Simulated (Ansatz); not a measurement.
Start from `F[SiH](S)[GaH2]` and change one element to get `F[SiH]([AlH2])S`.

Ansatz, PBE0-D4/def2-TZVP geometries, multiplicity 1. Each molecule was computed in one conformer, which needn't be the lowest. `F[SiH]([AlH2])S` holds a close contact that its SMILES doesn't draw: S···Al 2.53 Å.

Scalar relativity is left out up to krypton.

```tsv
property	`F[SiH](S)[GaH2]`
HOMO energy (PBE/def2-TZVPP) / eV	-6.38
size of the dipole moment (ωB97M-V/def2-TZVPP) / D	1.34
LUMO energy (ωB97M-V/def2-TZVPP) / eV	-0.64
HOMO energy (B3LYP/def2-TZVPP) / eV	-7.28
HOMO–LUMO gap (ωB97M-V/def2-TZVPP) / eV	8.85
HOMO–LUMO gap (PBE/def2-TZVPP) / eV	3.25
```

(1) What does the change do to each property? (Estimate.)

Results:

(1) Computed: 
```csv
property,`F[SiH]([AlH2])S`,shift
HOMO energy (PBE/def2-TZVPP) / eV,-6.09,0.29
size of the dipole moment (ωB97M-V/def2-TZVPP) / D,0.18,-1.16
LUMO energy (ωB97M-V/def2-TZVPP) / eV,0.90,1.54
HOMO energy (B3LYP/def2-TZVPP) / eV,-6.96,0.32
HOMO–LUMO gap (ωB97M-V/def2-TZVPP) / eV,10.01,1.16
HOMO–LUMO gap (PBE/def2-TZVPP) / eV,4.27,1.02
```

With PBE0 the HOMO rises by 0.34 eV and the LUMO rises by 1.43 eV, so the gap widens by about 1.09 eV. PBE moves the HOMO by 0.29 eV and ωB97M-V by 0.38 eV. Dipoles are sizes alone; their direction can turn.

Positive LUMOs are unbound, so they and the gaps depend on the basis.

B3LYP here is the variant with VWN-RPA as its local correlation; programs differ in this.
